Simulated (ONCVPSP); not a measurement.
# Potentials for N compared

Generated with ld1.x 7.5 (TM, RRKJ, ultrasoft, PAW), atompaw 4.2 or ONCVPSP 4.0.1. The cutoff is in Ry: for ld1.x and atompaw files where the sum of valence levels is converged to 10 mRy in a Bessel basis, for ONCV files where the hardest occupied wave has 1 mHa per electron of residual kinetic energy. The error is the largest all-electron minus pseudo excitation energy over each file’s own four to seven test configurations (ionisations up to +4, promotions, holes and added fractions of an electron), all of which were solved. The labels leave out finer settings (local radius, basis sizes, second energies), which also bear on the numbers. Spin-polarised tests are not counted. The rows are a selection from randomly drawn settings: files with unsolved tests, undetermined cutoffs or missed reference levels are left out.

A true bound ghost makes a file unfit for plane-wave use even where its test errors are small: the radial tests pick states by their node count and pass the ghost by.

```tsv
potential	cutoff (Ry)	largest error (meV)	bound ghosts
ONCV, PBE, scalar-relativistic, rc 1.15/1.40/1.55 (spd), local smoothed, core correction yes, reference 2s2 2p3, qcut 5.4/11.3/5.8, projectors 2/2/1	127	+343	none
ONCV, PBE, scalar-relativistic, rc 0.70/1.50 (sp), local smoothed, core correction no, reference 2s2 2p3, qcut 7.4/7.1, projectors 1/1	320	+1034	none
ONCV, PBE, scalar-relativistic, rc 0.85/1.55/1.25 (spd), local smoothed, core correction yes, reference 2s2 2p2.5, qcut 7.3/6.9/7.1, projectors 2/2/2	57	+710	none
ONCV, PBE, non-relativistic, rc 1.08/1.25/1.05 (spd), local smoothed, core correction yes, reference 2s2 2p3, qcut 6.5/6.3/9.3, projectors 1/2/2	146	+748	none
ONCV, PBE, scalar-relativistic, rc 1.05/1.50/1.40 (spd), local smoothed, core correction yes, reference 2s2 2p3, qcut 6.2/8.6/5.8, projectors 2/1/2	92	+716	none
ONCV, PBE, scalar-relativistic, rc 0.75/2.50/2.05 (spd), local smoothed, core correction yes, reference 2s2 2p2.75, qcut 11.3/4.8/4.1, projectors 1/2/2	136	+1290	none
```

Task: Fill in the row for N: ONCV, PBE, non-relativistic, rc 0.85/1.20/1.28 (spd), local smoothed, core correction no, reference 2s2 2p2, qcut 7.4/8.2/8.1, projectors 3/3/2.

Result: cutoff 62 Ry, largest error +376 meV, bound ghosts: s, p.
